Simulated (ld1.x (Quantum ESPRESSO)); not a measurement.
Which change was made? (F, TM)

fluorine, norm-conserving Troullier–Martins (Kleinman–Bylander form), made with ld1.x (Quantum ESPRESSO) 7.5 (PBE, scalar-relativistic). Core [He], reference 2s2 2p5. Waves: 2p (bound): rc 1.05 bohr; 2s (bound): rc 0.70 bohr. Local part: the s channel. Core correction: Bessel-smoothed model core inside 0.50 bohr.

Cutoffs, loose and tight: the cutoffs (Ry, on a coarse ladder) from which the occupation-weighted sum of valence levels, in a spherical-Bessel basis at the reference potential, stays within 10 and 1 mRy of its value at 400 Ry. They do not see the model core or the augmentation charge, which bear on the density cutoff. Test errors are all-electron minus pseudo excitation energies from the reference, over the configurations 2s2 2p4; 2s2 2p3; 2s2 2p2; 2s2 2p4.5; 2s1 2p6; 2s2 2p5.3; 2s1 2p5; variants that change the core or the reference have their own tests.

The base gives: outcome: generated; cutoff, loose: 160 Ry; cutoff, tight: 260 Ry; bound ghosts: none; largest test error (meV): +207.

**Question.** After one change the result is: outcome: generated; cutoff, loose: 180 Ry; cutoff, tight: 260 Ry; bound ghosts: none; largest test error (meV): +114. Which change was it?
A. wave 2p (bound): rc 1.05 bohr becomes 2p (bound): rc 1.16 bohr
B. wave 2p (bound): rc 1.05 bohr becomes 2p (bound): rc 1.44 bohr
C. wave 2p (bound): rc 1.05 bohr becomes 2p (bound): rc 0.82 bohr
D. wave 2p (bound): rc 1.05 bohr becomes 2p (bound): rc 0.92 bohr

**Answer.** D. The others give: wave 2p (bound): rc 1.05 bohr becomes 2p (bound): rc 0.82 bohr → outcome: generated; cutoff, loose: 180 Ry; cutoff, tight: 300 Ry; bound ghosts: none; largest test error (meV): +59 | wave 2p (bound): rc 1.05 bohr becomes 2p (bound): rc 1.44 bohr → outcome: generated; cutoff, loose: 140 Ry; cutoff, tight: 260 Ry; bound ghosts: none; largest test error (meV): +796 | wave 2p (bound): rc 1.05 bohr becomes 2p (bound): rc 1.16 bohr → outcome: generated; cutoff, loose: 160 Ry; cutoff, tight: 260 Ry; bound ghosts: none; largest test error (meV): +329.
